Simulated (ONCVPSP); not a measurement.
# V (Z = 23), ONCV: configuration errors across variants

| Quantity | Value |
| --- | --- |
| Element | vanadium |
| Generator | ONCVPSP 4.0.1 |
| Type | optimised norm-conserving Vanderbilt (ONCV) |
| Functional | LDA (Perdew-Wang 92) |
| Relativity | scalar-relativistic |
| Frozen core | [Ar] |
| Valence charge | 5 |
| Reference configuration | 3d3 4s2 |
| Partial waves | 4s: rc 2.35 bohr, ncon 5, nbas 9, qcut 3.4 1/bohr, 2 projectors, debl 3.5 Ha; p scattering state at 0.19 Ha: rc 2.45 bohr, ncon 3, nbas 8, qcut 3.5 1/bohr, 3 projectors, debl 2.2 Ha; 3d: rc 1.25 bohr, ncon 4, nbas 8, qcut 10.8 1/bohr, 2 projectors, debl 1.7 Ha |
| Local potential | polynomial inside 1.10 bohr (lpopt 5, dvloc0 0 Ha) |
| Core correction | Teter function, fcfact 3.5, rcfact 1.1 |

In the p channel the program set the typed energies aside and used 0.050, 2.250, 4.450 Ha.

All-electron excitation energies from the reference (eV): (1) 3d3 4s1 7.934; (2) 3d3 4s0 22.473; (3) 3d2 4s0 51.635.

2 further variants failed, have other tests or another functional or relativity, and are left out.

A true bound ghost makes a file unfit for plane-wave use even where its test errors are small: the radial tests pick states by their node count and pass the ghost by.

Errors AE − PS in meV (a dash: test not solved or not reliable):

| change | (1) | (2) | (3) | bound ghosts | GHOST(+) flags above zero |
| --- | --- | --- | --- | --- | --- |
| base | +3.2 | +45 | +65 | s | p |
| core correction none | +5.5 | +64 | +190 | s | p |
| p: rc 3.66 | +3.2 | +45 | +65 | s | p |
| d: rc 1.54 | +3.8 | +48 | +79 | s | p |

(1) Give the same row for: s: qcut 3; p: qcut 3.1; d: qcut 9.4.

## Answers

(1) +3.0, +46, +71; bound ghosts: s; GHOST(+) flags above zero: p.
